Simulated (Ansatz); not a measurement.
The cluster Si2Se2⁺ (the lowest doublet isomer of a short search), 4 atoms. Hardware: 4 threads of Arm Neoverse N1 on a shared host.

The 6-31G sets use Cartesian d functions.

Q: How many basis functions does each of these Ansatz runs have, and roughly what does it cost? PBE-D4/def2-TZVP, charge 1 quartet, energy, from earlier orbitals; PBE-D4/def2-TZVP, charge 1 doublet, energy, from earlier orbitals; HF/6-31G, charge 1 doublet, energy; PBE0-D4/def2-SVP, charge 1 doublet, energy, from earlier orbitals; LDA (SPW92)/def2-TZVP, charge 1 quartet, energy, from earlier orbitals; r2SCAN-D4/def2-TZVP, charge 1 quartet, energy, from earlier orbitals; PBE-D4/def2-SVP, charge 1 doublet, relaxation, 11 steps; HF/STO-3G, charge 1 quartet, energy; PBE-D4/def2-TZVP, charge 0 singlet at the geometry of the charge 1 doublet, energy, from earlier orbitals; PBE0-D4/def2-TZVP, charge 0 singlet at the geometry of the charge 1 doublet, energy; r2SCAN-D4/def2-TZVP, charge 0 singlet at the geometry of the charge 1 doublet, energy, from earlier orbitals; HF/STO-3G, charge 1 doublet, energy.

A: Other jobs shared the machine, so times can vary by a factor of up to 3. A dash marks memory too small to be measured apart from the calling script's.

```json
{"run": "HF/STO-3G, charge 1 doublet, energy", "functions": "54", "fitting or Cholesky vectors": "552", "wall time": "0.75 s", "peak host memory (GiB)": "–"}
{"run": "HF/STO-3G, charge 1 quartet, energy", "functions": "54", "fitting or Cholesky vectors": "554", "wall time": "0.96 s", "peak host memory (GiB)": "–"}
{"run": "HF/6-31G, charge 1 doublet, energy", "functions": "84", "fitting or Cholesky vectors": "789", "wall time": "2.5 s", "peak host memory (GiB)": "–"}
{"run": "PBE-D4/def2-TZVP, charge 0 singlet at the geometry of the charge 1 doublet, energy, from earlier orbitals", "functions": "170", "fitting or Cholesky vectors": "1278", "wall time": "2.7 s", "peak host memory (GiB)": "–"}
{"run": "PBE0-D4/def2-SVP, charge 1 doublet, energy, from earlier orbitals", "functions": "100", "fitting or Cholesky vectors": "946", "wall time": "4.1 s", "peak host memory (GiB)": "–"}
{"run": "PBE0-D4/def2-TZVP, charge 0 singlet at the geometry of the charge 1 doublet, energy", "functions": "170", "fitting or Cholesky vectors": "1360", "wall time": "4.2 s", "peak host memory (GiB)": "0.56"}
{"run": "PBE-D4/def2-TZVP, charge 1 doublet, energy, from earlier orbitals", "functions": "170", "fitting or Cholesky vectors": "1278", "wall time": "4.7 s", "peak host memory (GiB)": "–"}
{"run": "LDA (SPW92)/def2-TZVP, charge 1 quartet, energy, from earlier orbitals", "functions": "170", "fitting or Cholesky vectors": "1278", "wall time": "5.5 s", "peak host memory (GiB)": "–"}
{"run": "r2SCAN-D4/def2-TZVP, charge 0 singlet at the geometry of the charge 1 doublet, energy, from earlier orbitals", "functions": "170", "fitting or Cholesky vectors": "1278", "wall time": "6 s", "peak host memory (GiB)": "–"}
{"run": "PBE-D4/def2-TZVP, charge 1 quartet, energy, from earlier orbitals", "functions": "170", "fitting or Cholesky vectors": "1278", "wall time": "6 s", "peak host memory (GiB)": "–"}
{"run": "r2SCAN-D4/def2-TZVP, charge 1 quartet, energy, from earlier orbitals", "functions": "170", "fitting or Cholesky vectors": "1278", "wall time": "14 s", "peak host memory (GiB)": "–"}
{"run": "PBE-D4/def2-SVP, charge 1 doublet, relaxation, 11 steps", "functions": "100", "fitting or Cholesky vectors": "1084", "wall time": "20 s", "peak host memory (GiB)": "–"}
```
